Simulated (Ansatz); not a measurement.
CH$_{6}$FNSi$_{2}$ (`N[Si@@H]1[SiH2][C@H]1F`) from Hartree–Fock to CCSD(T)

```xyz
11

N    -1.7578    0.4185    0.7815
Si   -0.2621    0.5350   -0.0151
Si    0.9707   -1.2641   -1.3683
C     1.1124   -0.5810    0.4894
F     2.3160    0.0419    0.7988
H    -2.5784    0.8973    0.4470
H    -1.9934   -0.3893    1.3337
H     0.0573    1.9262   -0.3820
H    -0.4372   -0.2354   -1.4428
H     1.6728   -0.0133   -1.8893
H     0.8996   -1.3357    1.2472
```

The species carries charge 0 and has multiplicity 1. All single points use the PBE0-D4/def2-TZVP geometry. It is one conformer, not always the lowest. Frozen core, restricted reference, Ansatz 0.2.0. CBS rows extrapolate triple and quadruple zeta; past MP2 they add the triple-zeta difference.

```csv
basis,HF (Eh),MP2 corr.,CCSD corr.,(T),CCSD(T) total
def2-TZVPP,?,-0.87044,?,?,?
def2-QZVPP,-773.18735,?,–,–,–
CBS(def2),-773.19104,-0.98984,-1.03646,as TZ,-774.26351
```

Task: Fill in the withheld values. (Best estimate.)

Result: Computed: def2-TZVPP HF (Eh): -773.16052; def2-TZVPP CCSD corr.: -0.91707; def2-TZVPP (T): -0.03601; def2-TZVPP CCSD(T) total: -774.11360; def2-QZVPP MP2 corr.: -0.93903.
